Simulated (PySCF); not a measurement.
C₄H₉O, SMILES CCC(C)=[OH+], charge +1. Atoms are numbered in the order given.

```xyz
14

C      1.8778    -0.4103    -0.1522
C      0.7964     0.3432     0.6552
C     -0.5208     0.1565     0.0243
C     -1.3374    -1.0392     0.2309
O     -1.0058     1.0337    -0.7592
H      2.8456    -0.2439     0.3395
H      1.6896    -1.4923    -0.1757
H      1.9486    -0.0386    -1.1839
H      1.0412     1.4164     0.7161
H      0.7557    -0.0629     1.6783
H     -0.7130    -1.9293     0.3888
H     -1.8912    -0.8749     1.1775
H     -2.0705    -1.1815    -0.5731
H     -0.4553     1.8361    -0.8433
```
Charge +1, spin multiplicity 1.

Coordinates come from a PBE0-D3(BJ)/def2-SVP optimisation. The isomer is the one that the SMILES or the coordinates give; other isomers of the formula were not compared. Other conformers were not sampled.

All values below come from PBE/def2-TZVP (PySCF).

ESP charges are fitted to the potential on shells at 1.4 to 2.0 van der Waals radii. Atomic charges (e):

```
atom  Löwdin  meta-Löwdin  ESP fit
----  ------  -----------  -------
C1     -0.25        -0.33    -0.28
C2     -0.23        -0.24    -0.18
C3     -0.21         0.45     0.48
C4     -0.20        -0.37    -0.54
O5      0.33        -0.25    -0.31
H6      0.16         0.17     0.16
H7      0.14         0.14     0.13
H8      0.14         0.14     0.13
H9      0.17         0.15     0.11
H10     0.18         0.17     0.15
H11     0.17         0.18     0.22
H12     0.19         0.21     0.23
H13     0.17         0.18     0.24
H14     0.24         0.39     0.45
```

Computed Mayer and Wiberg (Löwdin basis) orders of the bonds:
```tsv
bond	Mayer	Wiberg
C1–C2	0.95	1.22
C2–C3	1.08	1.28
C3–C4	1.07	1.36
C3–O5	1.55	2.06
C1–H6	0.94	0.88
C1–H7	0.95	0.90
C1–H8	0.95	0.90
C2–H9	0.92	0.81
C2–H10	0.91	0.80
C4–H11	0.93	0.85
C4–H12	0.87	0.81
C4–H13	0.94	0.86
O5–H14	0.82	0.91
```
